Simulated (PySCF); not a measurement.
## Structure from 2D NMR

Compound of formula C2H8O2Si3. Correlations simulated from computed shifts and the bond graph:

HSQC (one-bond C–H):
| δH | δC |
| --- | --- |
| 1.92 | 106.4 |

COSY cross peaks (H two or three bonds apart, from the bond graph; peaks can be absent where the dihedral angle is near 90°):
| δH | δH |
| --- | --- |
| 5.60 | 4.38 |
| 5.60 | 4.13 |
| 4.38 | 4.13 |

HMBC (two and three bonds, from the bond graph):
| δH | δC |
| --- | --- |
| 5.60 | 83.5 |
| 4.38 | 106.4, 83.5 |
| 4.13 | 106.4, 83.5 |
| 1.92 | 83.5 |

Carbons without hydrogens: δ 83.5.

Single conformer, isolated molecule, one averaged value for each set of equivalent atoms, relativity neglected. Coordinates at the GFN2-xTB level; shieldings: GIAO PBE0/pcSseg-1; PySCF.

Chemical shifts δ = σref − σ; 1H (σref 31.72), 13C (σref 186.93) vs TMS, all at this level.

Exchangeable hydrogens are left out of these lists.

Work out the connectivity.

Results:

`C#C[SiH2][Si@@H](O)O[SiH3]`.

Structure with atom numbers: `[CH:1]#[C:2][SiH2:3][Si@@H:4]([OH:5])[O:6][SiH3:7]`. Each H is labelled by its parent atom. Ha(Si3) is pro-R; Hb(Si3) is pro-S.

1. δC 106.4 is C1, a terminal alkyne carbon (δH 1.92).
2. δC 83.5 is C2, an alkyne carbon.
3. HMBC from δH 5.60 reaches the proton-free carbon C2.
4. HMBC from δH 4.38 reaches the proton-free carbon C2.
5. HMBC from δH 4.13 reaches the proton-free carbon C2.
6. HMBC from δH 1.92 reaches the proton-free carbon C2.
7. COSY links 5.60–4.38, 5.60–4.13, 4.38–4.13.

The shifts were computed for this structure.

OH/NH shifts are gas-phase values; hydrogen bonding in solution moves them, usually downfield. Shifts are as computed. Against solution values, carbons near 30 ppm lie about +3 ppm off and those near 130 ppm about +5 ppm. Of 1211 compounds with measured shifts, 218 miss one by over three times the rms of a fit or turn the order of signals round; such compounds aren't used in these exercises.
